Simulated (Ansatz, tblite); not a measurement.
Spin states of the cluster InSn2 (the lowest doublet isomer of a short search), each relaxed with PBE-D4/def2-SVP in Ansatz. Electronic energies in the gas phase.

In the def2 sets In, Sn take a core potential; there is no spin–orbit coupling. The xTB rows come from tblite. HSE06 is defined as in plane-wave codes, on full-range PBE exchange. Correlated methods freeze 12 core orbitals; core or outer-core shells of In, Sn are correlated, in sets that lack core-valence functions. HOMO above LUMO, or a gap near zero within one spin, warns that the state may not be the lowest or that an electron is smeared out. The structure comes from a short search, and lower isomers may exist.

Doublet geometry (Cs within 0.1 Å):

```csv
atom,x (Å),y (Å),z (Å)
In1,1.616,0.379,0.943
Sn2,-0.686,0.602,-1.576
Sn3,-0.930,-0.981,0.633
```

Quartet geometry:

Cartesian coordinates in Å:
```
In 1.779 -0.139 -0.180
Sn -1.058 -1.271 -0.527
Sn -0.720 1.411 0.707
```

⟨S²⟩: doublet 0.87 at PBE0-D4/def2-TZVP (pure 0.75), quartet 3.76 at PBE0-D4/def2-TZVP (pure 3.75).

Run but left out: HF/def2-SVP, HF/def2-TZVP, r2SCAN-D4/def2-TZVP, LC-ωPBE/def2-TZVP, B2PLYP/def2-TZVP, MP2/def2-SVP, MP2/def2-TZVP, CCSD/def2-SVP, CCSD(T)/def2-SVP (doublet: ⟨S²⟩ 1.11 to 2.23, where a pure state has 0.75).

Only these spin states were relaxed. The quartet has other bonds than the doublet, so the gap mixes isomer and spin.

Problem. Estimate which spin state lies lowest at each of these levels, and by how much: GFN1-xTB; GFN2-xTB; PBE-D4/def2-TZVP; BLYP-D4/def2-TZVP; PBE0-D4/def2-TZVP; HSE06-D4/def2-TZVP; CAM-B3LYP-D4/def2-TZVP; RPA@PBE/def2-TZVP.

Solution. 
```
                 level  quartet − doublet (kcal/mol)  lowest of these                                  remarks
              GFN1-xTB                          31.4          doublet                                        –
              GFN2-xTB                          25.0          doublet                                        –
      PBE-D4/def2-TZVP                           6.0          doublet                                        –
     BLYP-D4/def2-TZVP                           8.6          doublet  gap within one spin near zero (quartet)
     PBE0-D4/def2-TZVP                           3.2          doublet  spin-contaminated (⟨S²⟩ 0.87) (doublet)
    HSE06-D4/def2-TZVP                           3.2          doublet  spin-contaminated (⟨S²⟩ 0.87) (doublet)
CAM-B3LYP-D4/def2-TZVP                           4.0          doublet  spin-contaminated (⟨S²⟩ 0.90) (doublet)
     RPA@PBE/def2-TZVP                           7.1          doublet                                        –
```

Change of the quartet − doublet gap on mixing in exact exchange, in kcal/mol: PBE to PBE0 (25 % exact exchange) -2.8. The xTB methods have no term that favours high spin, so they put low spin too low.
